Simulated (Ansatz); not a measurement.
```xyz
11

O    -0.320   -0.326   -1.898
C    -0.768    0.719   -1.056
B    -0.375    0.621    0.452
Cl   -0.980    1.861    1.527
Ge    0.807   -0.907    1.199
H     0.630   -0.422   -1.795
H    -0.474    1.712   -1.441
H    -1.865    0.720   -1.117
H     1.946   -1.243    0.212
H    -0.038   -2.182    1.363
H     1.436   -0.552    2.554
```

Total charge 0; spin multiplicity 1.

Question: List the PBE0/def2-TZVPP orbital energies in eV (Ansatz 0.2.0). (An estimate is asked.)

Answer: The calculation gave: Occupied: -10859.78, -2767.86, -1358.09, -1207.89, -1207.89, -1207.89, -522.88, -279.39, -259.72, -197.99, -197.90, -197.83, -186.31, -170.79, -120.59, -120.58, -120.56, -33.43, -33.42, -33.38, -33.35, -33.34, -28.87, -23.83, -19.61, -16.05, -14.77, -13.36, -12.59, -12.34, -10.47, -10.23, -9.76, -9.60, -9.52, -8.48, -7.69. Lowest empty: -1.98, 0.39, 0.95, 1.42, 1.74, 1.86, 2.26, 2.58.
